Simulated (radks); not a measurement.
All-electron atom: N3- in [Ne].

Calculated with a radial shooting solver on a logarithmic mesh with Libxc functionals: scalar-relativistic Kohn-Sham, PBE, spin-unpolarised, spherical densities, point nucleus; Watson sphere of charge +3 and radius 1.73 bohr.

Energy parts (eV; the electron-nucleus part includes the sphere):
| part | energy |
|---|---|
| total | -1881.492 |
| kinetic | 1538.714 |
| electron-nucleus | -4301.205 |
| Hartree | 1098.690 |
| exchange-correlation | -217.691 |

Orbitals (lengths in bohr, moments of r in powers of bohr; <r^-3> diverges for s and p1/2; r(max) is where P^2 peaks; r(90%) holds 90 % of the orbital's charge):
| orbital | occ. | eigenvalue (eV) | <r^-3> | r(90%) | <r^4> | r(max) |
|---|---|---|---|---|---|---|
| 1s | 2 | -377.2049 | - | 0.413 | 0.01357 | 0.1482 |
| 2s | 2 | -19.9465 | - | 2.25 | 10.93 | 1.095 |
| 2p | 6 | -8.4913 | 2.257 | 2.77 | 26.76 | 1.192 |

The highest occupied level is 2p at -8.491 eV. The density falls to 0.001 e/bohr^3 at r = 3.88 bohr.
